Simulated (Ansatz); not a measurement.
## A geometry optimisation of BrCuGeO with r2SCAN-D4/def2-SVP

The starting geometry of this gas-phase singlet was optimised with GFN2-xTB; its bonds are those of `[Cu][O][Ge][Br]`.

| atom | x (Å) | y (Å) | z (Å) |
| --- | --- | --- | --- |
| Br | -1.2444 | 0.1996 | -1.1103 |
| Cu | 1.0900 | 1.0251 | 1.9379 |
| Ge | 0.0927 | -1.4832 | 0.0208 |
| O | 0.9497 | -0.5115 | 1.1097 |

Predict what becomes of its bonds when it is optimised with r2SCAN-D4/def2-SVP.

It rearranges, giving a structure given below by its coordinates. Contacts that open: Br1–Ge3 (2.43 → 4.18 Å). Contacts that close: Br1–Cu2 (3.93 → 2.21 Å), Cu2–Ge3 (3.31 → 2.44 Å).

The energy falls by 1.18 eV over 16 steps:

```tsv
step	E − E(last) (eV)
1	1.181
3	1.079
4	1.048
6	0.723
8	0.515
9	0.377
11	0.108
13	0.009
14	0.001
16	0.000
```

Final geometry (Å):

```
atom    x (Å)    y (Å)    z (Å)
  Br  -1.2161   1.5980  -0.6269
  Cu   0.1673   0.4058   0.6127
  Ge   0.6662  -1.9724   0.4506
   O   1.2706  -0.8015   1.5217
```

No frequencies were run, so the end isn't proven a minimum. Run with Ansatz 0.2.0, 73 s on 1 thread of Intel(R) Xeon(R) Platinum 8375C CPU @ 2.90GHz (Ice Lake) (shared host).
